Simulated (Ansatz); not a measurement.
`FCNC[SiH3]` + `O[SiH2][SeH]` → `O[SiH2][Se][SiH3]` + `CNCF`  (ligand exchange at the Si–C bond)

Gas-phase electronic energies from Ansatz, PBE0-D4/def2-TZVP geometries. CBS: MP2 limit from def2 TZ/QZ plus the TZ coupled-cluster correction, frozen cores. Functionals use def2-TZVPP. For Se outer-core shells are correlated without core-valence functions, which leaves a few kJ/mol of doubt a bond. Scalar relativity is left out up to krypton. One conformer a species, not always the lowest.

`FCNC[SiH3]`:

Cartesian coordinates in Å:
```
F 2.646 0.323 -0.451
C 1.893 -0.021 0.687
N 0.536 0.308 0.579
C -0.213 -0.361 -0.473
Si -2.046 0.062 -0.375
H 2.010 -1.101 0.807
H 2.344 0.513 1.525
H 0.391 1.309 0.577
H -0.115 -1.444 -0.331
H 0.168 -0.146 -1.481
H -2.756 -0.509 -1.551
H -2.210 1.542 -0.386
H -2.646 -0.474 0.874
```

`O[SiH2][SeH]`:

Cartesian coordinates in Å:
```
O 0.246 0.569 1.509
Si -0.049 0.561 -0.106
Se 0.922 -1.193 -1.196
H 0.141 -0.256 1.986
H -1.501 0.494 -0.402
H 0.560 1.804 -0.621
H -0.319 -1.978 -1.170
```

`O[SiH2][Se][SiH3]`:

```xyz
10

O     1.837    1.124    1.230
Si    1.033   -0.295    1.061
Se   -1.231   -0.035    1.115
Si   -1.451   -0.135   -1.150
H     1.559    1.862    0.685
H     1.444   -1.124    2.212
H     1.359   -0.960   -0.230
H    -1.183   -1.503   -1.658
H    -2.850    0.253   -1.457
H    -0.516    0.814   -1.808
```

`CNCF`:

Z-matrix (Å, degrees):
```
C
N 1 1.449
H 1 1.096 2 113.8
H 1 1.093 2 109.0 3 120.6
H 1 1.091 2 109.5 3 -121.9
C 2 1.397 1 116.4 3 -64.1
H 2 1.010 1 112.3 3 66.8
F 6 1.411 2 113.7 1 63.1
H 6 1.092 2 110.4 1 -177.9
H 6 1.093 2 110.2 1 -55.3
```

| level | ΔE (kJ/mol) |
| --- | --- |
| PBE0-D4 | -83.2 |
| ωB97X-V | -78.0 |
| B2PLYP | -78.7 |
| MP2/def2-TZVPP | -84.2 |

Task: What does CCSD(T)/CBS give? (Estimate.)

Result: The calculation gave: -82.1 kJ/mol. The listed levels differ from it by -1.1, 4.1, 3.4, -2.1 kJ/mol.

Largest T1 diagnostic among the species: 0.011.

The D4 term adds −3.5 kJ/mol with B3LYP and −1.8 kJ/mol with PBE0; it sums over pairs of atoms, weighted by their polarisabilities, and B3LYP, whose exchange is more repulsive, gets the larger term.

B3LYP here is the variant with VWN-RPA as its local correlation; programs differ in this.
